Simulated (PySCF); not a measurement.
How methods differ on the ionisation energy of Pt²⁺

Pt²⁺ [Xe] 4f14 5d8 (3F) → Pt³⁺ [Xe] 4f14 5d7 (4F), as a difference of total energies. All numbers are calculated (PySCF 2.14, scalar relativity through the core potential, in aug-cc-pVDZ-PP with ECP60MDF (5s5p4d2f, 54 functions)). Correlated levels: valence: 5s2 5p6 frozen. The calculations carry no spin-orbit coupling.

| method | ionisation energy (eV) |
| --- | --- |
| UHF | 29.174 |
| LDA | 31.504 |
| PBE | 31.180 |
| PBE0 | 30.997 |
| r2SCAN | 30.944 |
| M06-L | 30.523 |
| HSE06 | 30.999 |
| TPSSh | 30.820 |
| r2SCANh | 30.910 |
| MP2 (valence) | 30.507 |
| SCS-MP2 (valence) | 30.510 |

Question: How much does correlation contribute at MP2 (valence)?

Answer: 30.507 − (29.174) = 1.333 eV, measured against UHF.

The reference lies between the lowest fine-structure levels, while these numbers refer to the centres of the terms.

Errors of the correlated levels include the incompleteness of this basis and the frozen core.

For comparison: 29 ± 1.6 eV (theoretical estimate listed by NIST; NIST Atomic Spectra Database, ionization energies).
